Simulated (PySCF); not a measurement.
A side-by-side comparison of computed properties.

First species: C3H8F4Si2.
InChI=1S/C3H8F4Si2/c1-2(9-7)8-3(4,5)6/h2H,8-9H2,1H3/t2-/m0/s1

Second species: C5H7Cl3.
InChI=1S/C5H7Cl3/c6-5(7,8)4-2-1-3-4/h4H,1-3H2

Levels: PBE0/pcSseg-1 for dipole moment, HOMO energy, LUMO energy and HOMO–LUMO gap; GFN2-xTB for rotational constant A and rotational constant C. Geometries: GFN2-xTB. All species are isolated and taken at one optimised geometry, non-relativistic unless stated. Electronic properties by PySCF.

Dipoles, sizes and rotational constants follow the conformer. The torsions of the flexible species, by atom-mapped SMILES:
- `[CH3:1][C@H:2]([SiH2:3][F:4])[SiH2:5][C:6]([F:7])([F:8])[F:9]`: C1–C2–Si3–F4 -62°, C1–C2–Si5–C6 -171°, C2–Si5–C6–F7 157°
- `[Cl:1][C:2]([Cl:3])([Cl:4])[CH:5]1[CH2:6][CH2:7][CH2:8]1`: Cl1–C2–C5–C6 52°

Which of the two has the higher HOMO energy, and by how much?

The second: -8.67 eV against -8.78 eV, a difference of 0.11 eV.

Which has the higher rotational constant C?

The second: 0.890 GHz against 0.611 GHz, a difference of 0.279 GHz.

Which of the two has the higher LUMO energy, and by how much?

The first: -0.14 eV against -0.58 eV, a difference of 0.44 eV.

Which of the two has the higher HOMO–LUMO gap, and by how much?

The first: 8.64 eV against 8.09 eV, a difference of 0.55 eV.

Which of the two has the higher rotational constant A, and by how much?

The first: 1.740 GHz against 1.551 GHz, a difference of 0.189 GHz.

Which has the higher dipole moment?

The first: 2.90 D against 2.29 D, a difference of 0.61 D.

On the first: The dipole equals about 9.7 × 10⁻³⁰ C·m (1 D = 3.33564 × 10⁻³⁰ C·m).

On the second: A dipole of 2.29 D is allowed in Cs, and pure rotational transitions are dipole-allowed. In atomic units the dipole is 0.90 e·bohr (1 au = 2.5417 D).
